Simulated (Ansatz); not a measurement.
```yaml
crystal:
  periodic: [false, false, false]
  atoms:
    - {symbol: Na, position_ang: [-0.002020, -3.698623, -3.696288]}
    - {symbol: Cl, position_ang: [-0.392500, -3.961235, -1.220082]}
    - {symbol: Na, position_ang: [0.170679, -3.807976, 1.328195]}
    - {symbol: Cl, position_ang: [-0.267712, -3.813530, 3.812512]}
    - {symbol: Cl, position_ang: [0.379427, -1.220972, -3.958185]}
    - {symbol: Na, position_ang: [-0.012726, -1.279223, -1.277140]}
    - {symbol: Cl, position_ang: [0.966292, -1.204288, 1.196340]}
    - {symbol: Na, position_ang: [0.167147, -1.328592, 3.796668]}
    - {symbol: Na, position_ang: [-0.167054, 1.328871, -3.796773]}
    - {symbol: Cl, position_ang: [-0.967051, 1.204390, -1.196502]}
    - {symbol: Na, position_ang: [0.011632, 1.279281, 1.277017]}
    - {symbol: Cl, position_ang: [-0.379565, 1.220989, 3.958498]}
    - {symbol: Cl, position_ang: [0.268251, 3.813689, -3.812450]}
    - {symbol: Na, position_ang: [-0.170860, 3.807977, -1.328308]}
    - {symbol: Cl, position_ang: [0.392552, 3.960867, 1.220045]}
    - {symbol: Na, position_ang: [0.003527, 3.698354, 3.696465]}
basis:
  gaussian: {orbitals: def2-TZVP}
magnetization: {spin_polarized: true, initial_magnetization: 2}
hamiltonian: {xc: pbe0, dispersion: d4}
scf: {omitted_lower_state_checks: [starts]}
output: {orbitals: {seedname: orbitals}}
```

```sh
$ ansatz run in.yaml --threads 4 --pin off --events-out ev --progress --plain --max-ram 6963MiB
```

Question: Does this run fit into the memory that it is given?

Answer: No. It has 552 basis functions, and Ansatz plans for 13 GiB where 7 GiB are given.
